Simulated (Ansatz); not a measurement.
Species: CH4B2O, SMILES `B=BOC` (B–B–O–C torsion 1°) (charge 0, multiplicity 1).

### Question
Give a relaxed geometry from Ansatz (an electronic-structure program) with B3LYP-D3(BJ)/def2-TZVP.

### Answer
This is not unique; one that fits is the end point of this relaxation, one of several conformers (outside a Z-matrix the atoms follow the SMILES, hydrogens last).
Cartesian coordinates (Å) in one orientation:
```xyz
8

B      2.363     0.086     0.051
B      0.969    -0.377    -0.308
O     -0.244    -0.754    -0.608
C     -1.421     0.032    -0.329
H      3.468     0.379     0.299
H     -2.076    -0.564     0.304
H     -1.143     0.960     0.170
H     -1.916     0.238    -1.277
```
